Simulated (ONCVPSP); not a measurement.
# Plane-wave convergence, ONCV potential for Ti

- Element: titanium
- Generator: ONCVPSP 4.0.1
- Type: optimised norm-conserving Vanderbilt (ONCV)
- Functional: LDA (Perdew-Wang 92)
- Relativity: non-relativistic
- Frozen core: [Ne]
- Valence charge: 12
- Reference configuration: 3s2 3p6 3d2 4s1.75 4p0.25
- Partial waves: 3s+4s: rc 1.85 bohr, ncon 4, nbas 7, qcut 7.4 1/bohr, 3 projectors, debl 2.9 Ha; 3p+4p: rc 1.70 bohr, ncon 4, nbas 7, qcut 6.4 1/bohr, 2 projectors; 3d: rc 1.25 bohr, ncon 4, nbas 7, qcut 8.5 1/bohr, 2 projectors, debl 1.5 Ha
- Local potential: polynomial inside 0.90 bohr (lpopt 2, dvloc0 0 Ha)
- Core correction: polynomial model core, fcfact 0.5

Question: For each optimised wave give the share of its norm inside rc, the residual kinetic energy above qcut (Ha) and the cutoffs (Ha) for errors of 10, 1, 0.1 and 0.01 mHa per electron.

Answer:

```json
{"wave": "3s", "norm inside rc": "0.969", "residual KE": "9.5e-08", "10 mHa": "5.5", "1 mHa": "13.7", "0.1 mHa": "18.5", "0.01 mHa": "21.7"}
{"wave": "4s", "norm inside rc": "0.069", "residual KE": "2.5e-07", "10 mHa": "4.2", "1 mHa": "12.0", "0.1 mHa": "18.4", "0.01 mHa": "22.2"}
{"wave": "s projector 3", "norm inside rc": "0.123", "residual KE": "8.9e-06", "10 mHa": "10.7", "1 mHa": "19.1", "0.1 mHa": "23.5", "0.01 mHa": "27.2"}
{"wave": "3p", "norm inside rc": "0.907", "residual KE": "1.3e-04", "10 mHa": "13.9", "1 mHa": "17.5", "0.1 mHa": "21.3", "0.01 mHa": "48.0"}
{"wave": "4p", "norm inside rc": "0.023", "residual KE": "1.4e-05", "10 mHa": "8.8", "1 mHa": "13.7", "0.1 mHa": "17.6", "0.01 mHa": "20.9"}
{"wave": "3d", "norm inside rc": "0.444", "residual KE": "4.7e-03", "10 mHa": "32.9", "1 mHa": "84.9", "0.1 mHa": "111.2", "0.01 mHa": "150.7"}
{"wave": "d projector 2", "norm inside rc": "0.180", "residual KE": "7.4e-03", "10 mHa": "34.8", "1 mHa": "55.6", "0.1 mHa": "101.0", "0.01 mHa": "121.0"}
```

The occupied waves need 85 Ha and 111 Ha for 1 and 0.1 mHa.
